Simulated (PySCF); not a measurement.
PySCF job for C6H6O, SMILES C=C=C1C=COC1, B3LYP-D3(BJ)/def2-SVP. Geometry: B3LYP-D3(BJ)/def2-SVP. This is a generated structure with no PubChem entry under its InChIKey; it may be hypothetical. Other conformers were not sampled.

```python
import numpy as np
from pyscf import gto, scf, dft, df
from pyscf.hessian import thermo

mol = gto.M(
    atom='''
    C     0.00931518   -2.97387735   -0.00000000
    C     0.04104521   -1.66496734   -0.00000000
    C     0.06059729   -0.34714139   -0.00000000
    C     1.20515401    0.56939457    0.00000000
    C     0.71395705    1.82442064    0.00000000
    O    -0.63778110    1.91183372    0.00000000
    C    -1.16301461    0.57074999   -0.00000000
    H    -0.00266744   -3.55299333   -0.93317924
    H    -0.00266744   -3.55299333    0.93317924
    H     2.25196621    0.27784185    0.00000000
    H     1.23824882    2.78041210    0.00000000
    H    -1.79247804    0.44079412    0.89527476
    H    -1.79247804    0.44079412   -0.89527476
    ''',
    basis='def2-SVP',
    charge=0,
    spin=0,
    max_memory=1600,
    verbose=3,
)
mf = dft.RKS(mol, xc='b3lyp').density_fit(auxbasis='def2-universal-jkfit')
mf.disp = 'd3bj'
mf.grids.level = 3
mf.conv_tol = 1e-11
mf.max_cycle = 100
mf.kernel()

# [left out here: the lines that compute and print the analytic Hessian (its translational invariance restored by hand, since the grid's response is missing), thermochemistry and intensities]
```

Program output:

```
converged SCF energy = -307.17545560909

WARN: DFTD3 does not support analytical Hessian, using finite difference


WARN: Mole.unit (angstrom) is changed to Bohr

Mode                                 0                   1                   2
Irrep
Freq [cm^-1]                       98.7876            159.9926            219.5878
Reduced mass [au]                   3.1945              3.7148              2.5093
Force const [Dyne/A]                0.0184              0.0560              0.0713
Char temp [K]                     142.1334            230.1938            315.9379
Normal mode                   x     y     z       x     y     z       x     y     z
       0   C                -0.00  0.00  0.09   -0.16  0.01 -0.00    0.00 -0.00 -0.08
       1   C                 0.00  0.00 -0.01    0.08  0.00  0.00   -0.00  0.00  0.17
       2   C                 0.00  0.00 -0.08    0.11  0.00  0.00   -0.00  0.00  0.09
       3   C                 0.00  0.00 -0.10    0.05  0.07  0.00   -0.00 -0.00 -0.03
       4   C                -0.00  0.00  0.05   -0.04  0.04 -0.00    0.00 -0.00 -0.06
       5   O                -0.00 -0.00  0.13   -0.04 -0.04 -0.00    0.00  0.00  0.05
       6   C                 0.00 -0.00 -0.11    0.05 -0.08  0.00   -0.00  0.00 -0.06
       7   H                -0.03 -0.08  0.15   -0.25  0.01  0.00   -0.02  0.21 -0.21
       8   H                 0.03  0.08  0.15   -0.25  0.01 -0.00    0.02 -0.21 -0.21
       9   H                 0.00  0.00 -0.15    0.07  0.15  0.00   -0.00 -0.00 -0.09
      10   H                -0.00  0.00  0.14   -0.10  0.08 -0.00    0.00 -0.00 -0.14
      11   H                -0.13 -0.11 -0.22    0.06 -0.12  0.00   -0.18 -0.01 -0.19
      12   H                 0.13  0.11 -0.22    0.06 -0.12 -0.00    0.18  0.01 -0.19
Mode                                 3                   4                   5
Irrep
Freq [cm^-1]                      390.8249            534.0494            535.2685
Reduced mass [au]                   2.9958              1.5653              6.1916
Force const [Dyne/A]                0.2696              0.2630              1.0452
Char temp [K]                     562.3100            768.3783            770.1322
Normal mode                   x     y     z       x     y     z       x     y     z
       0   C                 0.00  0.00  0.01    0.00  0.00 -0.01    0.01  0.14  0.00
       1   C                -0.00  0.00 -0.14   -0.00  0.00 -0.05   -0.07  0.12  0.00
       2   C                -0.00  0.00  0.12   -0.00  0.00  0.12   -0.00  0.07 -0.00
       3   C                 0.00 -0.00  0.08    0.00 -0.00 -0.07    0.05 -0.04  0.00
       4   C                 0.00 -0.00 -0.12    0.00 -0.00  0.07    0.02 -0.06 -0.00
       5   O                 0.00 -0.00  0.07    0.00 -0.00 -0.06    0.00 -0.11  0.00
       6   C                -0.00 -0.00 -0.01   -0.00 -0.00  0.01   -0.01 -0.07 -0.00
       7   H                 0.05 -0.16  0.10   -0.48 -0.04  0.03    0.05  0.16 -0.01
       8   H                -0.05  0.16  0.10    0.48  0.04  0.03    0.05  0.16  0.01
       9   H                -0.00 -0.00  0.01    0.00 -0.00 -0.03    0.04 -0.10  0.00
      10   H                 0.00 -0.00 -0.34   -0.00 -0.00  0.24   -0.05 -0.03 -0.00
      11   H                -0.16 -0.00 -0.12   -0.16  0.09 -0.08   -0.01 -0.10 -0.00
      12   H                 0.16  0.00 -0.12    0.16 -0.09 -0.08   -0.01 -0.10  0.00
Mode                                 6                   7                   8
Irrep
Freq [cm^-1]                      568.0254            634.9463            775.8311
Reduced mass [au]                   5.5121              1.6233              1.2500
Force const [Dyne/A]                1.0478              0.3856              0.4433
Char temp [K]                     817.2620            913.5463           1116.2482
Normal mode                   x     y     z       x     y     z       x     y     z
       0   C                -0.03  0.05  0.00    0.00  0.00  0.01    0.00  0.00  0.00
       1   C                 0.22  0.03 -0.00    0.00  0.00  0.03   -0.00  0.00  0.01
       2   C                -0.05  0.02  0.00   -0.00  0.00 -0.12    0.00  0.00 -0.03
       3   C                -0.05 -0.07 -0.00    0.00 -0.00  0.10    0.00  0.00  0.10
       4   C                 0.02 -0.06  0.00    0.00 -0.00 -0.08   -0.00 -0.00  0.07
       5   O                 0.01 -0.00  0.00    0.00 -0.00  0.04    0.00 -0.00 -0.03
       6   C                -0.08  0.03 -0.00   -0.00 -0.00 -0.01   -0.00  0.00 -0.02
       7   H                -0.13  0.06 -0.00   -0.47  0.04 -0.02   -0.14  0.01 -0.00
       8   H                -0.13  0.06  0.00    0.47 -0.04 -0.02    0.14 -0.01 -0.00
       9   H                -0.08 -0.17 -0.00   -0.00 -0.00  0.34    0.00  0.00 -0.77
      10   H                 0.05 -0.08  0.00   -0.00 -0.00 -0.11   -0.00  0.00 -0.37
      11   H                -0.08  0.05  0.00    0.04 -0.06  0.01    0.03 -0.01  0.00
[...]
       1   C                -0.01  0.01 -0.00   -0.00  0.03 -0.00    0.00  0.00 -0.00
       2   C                 0.05  0.02  0.00    0.03  0.04 -0.00   -0.01 -0.04  0.00
       3   C                -0.07 -0.06  0.00   -0.04 -0.09 -0.00    0.01 -0.01  0.00
       4   C                 0.04 -0.01  0.00    0.09  0.02 -0.00    0.01  0.02  0.00
       5   O                 0.05  0.02  0.00   -0.06  0.01 -0.00   -0.02 -0.01  0.00
       6   C                -0.06  0.06 -0.00    0.04 -0.06  0.00   -0.07 -0.01 -0.00
       7   H                 0.00 -0.07  0.03   -0.00 -0.29  0.19   -0.00 -0.13  0.11
       8   H                 0.00 -0.07 -0.03   -0.00 -0.29 -0.19   -0.00 -0.13 -0.11
       9   H                 0.00  0.22  0.00    0.06  0.27 -0.00    0.02  0.00  0.00
      10   H                -0.43  0.24 -0.00   -0.20  0.18 -0.00    0.04  0.01 -0.00
      11   H                 0.10 -0.43  0.04   -0.16  0.28 -0.08    0.47  0.17  0.38
      12   H                 0.10 -0.43 -0.04   -0.16  0.28  0.08    0.47  0.17 -0.38
Mode                                24                  25                  26
Irrep
Freq [cm^-1]                     1487.6894           1648.1342           2062.1991
Reduced mass [au]                   1.9490              5.6971             10.6978
Force const [Dyne/A]                2.5415              9.1177             26.8044
Char temp [K]                    2140.4538           2371.2981           2967.0454
Normal mode                   x     y     z       x     y     z       x     y     z
       0   C                 0.00  0.13  0.00   -0.00 -0.01 -0.00    0.00  0.11  0.00
       1   C                 0.00 -0.01 -0.00    0.01  0.00  0.00   -0.00 -0.23 -0.00
       2   C                -0.02 -0.13 -0.00   -0.01  0.03  0.00    0.00  0.13  0.00
       3   C                 0.03  0.04 -0.00    0.05 -0.17  0.00   -0.00 -0.00  0.00
       4   C                -0.04  0.02 -0.00   -0.11  0.17  0.00    0.00 -0.01 -0.00
       5   O                 0.02  0.00 -0.00    0.03 -0.02  0.00    0.00 -0.00 -0.00
       6   C                 0.01  0.04  0.00   -0.01  0.01 -0.00    0.00 -0.00 -0.00
       7   H                -0.01 -0.30  0.27   -0.00  0.02 -0.02    0.00  0.04  0.06
       8   H                -0.01 -0.30 -0.27   -0.00  0.02  0.02    0.00  0.04 -0.06
       9   H                -0.01 -0.12 -0.00    0.15  0.07  0.00   -0.00  0.01  0.00
      10   H                 0.09 -0.05 -0.00    0.25  0.01  0.00   -0.00 -0.01 -0.00
      11   H                -0.13 -0.17 -0.12   -0.01 -0.06 -0.01    0.01 -0.00  0.01
      12   H                -0.13 -0.17  0.12   -0.01 -0.06  0.01    0.01 -0.00 -0.01
Mode                                27                  28                  29
Irrep
Freq [cm^-1]                     3044.8561           3085.1829           3094.7937
Reduced mass [au]                   1.0585              1.0587              1.1126
Force const [Dyne/A]                5.7817              5.9372              6.2786
Char temp [K]                    4380.8700           4438.8913           4452.7191
Normal mode                   x     y     z       x     y     z       x     y     z
       0   C                 0.00 -0.00  0.00    0.00  0.07 -0.00   -0.00 -0.00  0.00
       1   C                -0.00 -0.00 -0.00   -0.00 -0.01 -0.00   -0.00  0.00 -0.00
       2   C                 0.00  0.00 -0.00   -0.00 -0.00 -0.00   -0.00 -0.00 -0.00
       3   C                 0.00  0.00 -0.00    0.00  0.00 -0.00    0.00 -0.00  0.00
       4   C                 0.00 -0.00 -0.00    0.00 -0.00  0.00   -0.00  0.00  0.00
       5   O                -0.00 -0.00 -0.00   -0.00 -0.00  0.00    0.00  0.00 -0.00
       6   C                -0.06 -0.01  0.00   -0.00 -0.00  0.00    0.00  0.00  0.09
       7   H                 0.00  0.01  0.01   -0.01 -0.35 -0.59   -0.00 -0.00 -0.00
       8   H                 0.00  0.01 -0.01   -0.01 -0.35  0.59    0.00  0.00 -0.00
       9   H                 0.00  0.00 -0.00    0.00 -0.00 -0.00   -0.00  0.00  0.00
      10   H                 0.01  0.01  0.00   -0.00 -0.00  0.00   -0.00 -0.00  0.00
      11   H                 0.37  0.08 -0.57    0.01  0.00 -0.01    0.38  0.07 -0.54
      12   H                 0.37  0.08  0.57    0.01  0.00  0.01   -0.38 -0.07 -0.54
Mode                                30                  31                  32
Irrep
Freq [cm^-1]                     3160.5798           3234.8208           3268.8777
Reduced mass [au]                   1.1158              1.0933              1.1051
Force const [Dyne/A]                6.5668              6.7407              6.9575
Char temp [K]                    4547.3707           4654.1870           4703.1873
Normal mode                   x     y     z       x     y     z       x     y     z
       0   C                -0.00 -0.00 -0.09   -0.00  0.00 -0.00   -0.00  0.00 -0.00
       1   C                -0.00  0.00 -0.00    0.00 -0.00 -0.00    0.00  0.00 -0.00
       2   C                 0.00  0.00 -0.00   -0.00  0.00  0.00   -0.00 -0.00  0.00
       3   C                -0.00 -0.00 -0.00    0.03 -0.00  0.00    0.08 -0.03 -0.00
       4   C                -0.00  0.00  0.00   -0.04 -0.07  0.00    0.01  0.03 -0.00
       5   O                 0.00  0.00  0.00   -0.00  0.00 -0.00   -0.00  0.00  0.00
       6   C                 0.00  0.00  0.00    0.00  0.00  0.00   -0.00 -0.00 -0.00
       7   H                 0.01  0.36  0.56   -0.00 -0.00 -0.00   -0.00 -0.00 -0.00
       8   H                -0.01 -0.36  0.56   -0.00 -0.00  0.00   -0.00 -0.00  0.00
       9   H                -0.00  0.00 -0.00   -0.31  0.08 -0.00   -0.86  0.24 -0.00
      10   H                 0.00 -0.00  0.00    0.43  0.79 -0.00   -0.15 -0.28  0.00
      11   H                 0.00  0.00 -0.00   -0.00 -0.00  0.01    0.00  0.00 -0.00
      12   H                -0.00 -0.00 -0.00   -0.00 -0.00 -0.01    0.00  0.00  0.00
temperature 298.1500 [K]
pressure 101325.00 [Pa]
Rotational constants [GHz] 8.03913 1.77801 1.48483
Symmetry number 1
Zero-point energy (ZPE) 0.10152 [Eh]   266542.383 [J/mol]
                           tot       elec      trans        rot        vib
Entropy [J/mol/K]       331.150      0.000    165.423    113.461     52.265
Cv [J/mol/K]             96.572      0.000     12.472     12.472     71.629
Cp [J/mol/K]            104.887      0.000     20.786     12.472     71.629
Internal energy [J/mol]                      3718.434   3718.434 275721.236
Internal energy [Eh]   -307.06761  -307.17546
Enthalpy [J/mol]                             6197.391   3718.434 275721.236
Enthalpy [Eh]          -307.06666
Gibbs free energy [J/mol]                  -43123.587 -30110.071 260138.314
Gibbs free energy [Eh] -307.10427
mode   freq/cm-1   IR/(km/mol)
   1       98.79         0.748
   2      159.99         0.383
   3      219.59        11.702
   4      390.82         3.970
   5      534.05         2.377
   6      535.27         1.571
   7      568.03         7.418
   8      634.95         0.000
   9      775.83        35.031
  10      829.58         5.418
  11      869.81         0.068
  12      885.65        39.982
  13      918.35         1.030
  14      971.98        59.877
  15     1000.68         0.742
  16     1002.15         0.052
  17     1060.28        31.656
  18     1171.54        84.397
  19     1193.44        28.841
  20     1202.21         1.438
  21     1276.25        23.530
  22     1310.02         6.070
  23     1397.68         6.549
  24     1468.35         1.761
  25     1487.69         5.261
  26     1648.13       122.682
  27     2062.20         7.919
  28     3044.86        26.476
  29     3085.18        24.767
  30     3094.79        14.717
  31     3160.58         4.765
  32     3234.82         1.433
  33     3268.88         2.582
max |gradient| / (hartree/bohr): 2.494659172363827e-05
APT charges: [-0.1127 -0.0051  0.1018 -0.2807  0.4688 -0.6561  0.3613  0.0051  0.0051
  0.0681  0.0654 -0.0105 -0.0105]
```

The calculation finished and met its thresholds.

Cost: around 5 core-minutes (rough).
